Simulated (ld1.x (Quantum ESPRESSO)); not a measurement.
# Ranking TM semilocal potentials for germanium

All share these settings but for the change named:

```json
{
  "Element": "Ge",
  "Generator": "ld1.x (Quantum ESPRESSO) 7.5",
  "Type": "norm-conserving Troullier–Martins (semilocal form)",
  "Functional": "PBEsol",
  "Relativity": "scalar-relativistic",
  "Frozen core": "[Ar] 3d10",
  "Valence charge": "4",
  "Reference configuration": "4s2 4p0.5 (charge +1.5)",
  "Partial waves": "4p (bound): rc 1.95 bohr; 4d channel at 0.05 Ry: rc 1.55 bohr; 4s (bound): rc 1.55 bohr",
  "Local potential": "the s channel",
  "Core correction": "a·sin(br)/r model core, default radius (core density twice the valence density)"
}
```

Cutoff: the first of the cutoffs (Ry, on a coarse ladder) from which the occupation-weighted sum of valence levels, in a spherical-Bessel basis at the reference potential, stays within 10 and 1 mRy of its value at 400 Ry; the density cutoff is not measured.

The base gives 30 Ry.

Of 6 variants that were run, those that failed, showed a ghost or another fault, or gave nearly equal values are left out.

A variant can come out equal or close to the base.

Q: Rank these variants from softest to hardest (loose cutoff).
A. all radii but the core radius scaled by about 1.38 (s 2.14, p 2.68, d 2.14 bohr)
B. all radii but the core radius scaled by about 1.09 (s 1.68, p 2.12, d 1.68 bohr)
C. all radii but the core radius scaled by about 0.84 (s 1.30, p 1.64, d 1.30 bohr)
D. all radii but the core radius scaled by about 1.26 (s 1.96, p 2.46, d 1.96 bohr)

A: A (15 Ry), D (25 Ry), B (30 Ry), C (50 Ry).
